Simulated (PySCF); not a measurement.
CH₅ClGaN. Atoms are numbered in the order given.

```xyz
9

Ga    -0.0493    -0.3142     0.0000
Cl     0.2714     1.8284     0.0000
C      1.4757    -1.5231     0.0000
H      2.0966    -1.3363     0.8887
H      1.1592    -2.5757     0.0000
H      2.0966    -1.3363    -0.8887
N     -1.7993    -0.7448     0.0000
H     -2.1606    -1.6900     0.0000
H     -2.5359    -0.0502     0.0000
```

Geometry: PBE0-D3(BJ)/def2-SVP. The structure was generated by enumeration; whether it is a known compound was not checked. Other conformers were not sampled.

Calculation: C-PCM-PBE0/def2-SVP (PySCF 2.14.0).

The values are the electrostatic part of the solvation free energy, E(continuum) − E(gas) at the gas-phase geometry, in a cavity of scaled van der Waals radii (PySCF's table); cavitation and dispersion terms are not included. A continuum can't describe solvent molecules that bind to the metal. In vacuum the orbital gap is 7.38 eV. The dipole moment in vacuum is 2.92 D.

| solvent | ε | ΔG(elec) (kcal/mol) | dipole (D) | gap (eV) |
|---|---|---|---|---|
| water | 78.36 | -5.2 | 3.66 | 7.45 |
| dimethylsulfoxide | 46.83 | -5.2 | 3.66 | 7.45 |
| benzene | 2.27 | -2.8 | 3.30 | 7.43 |
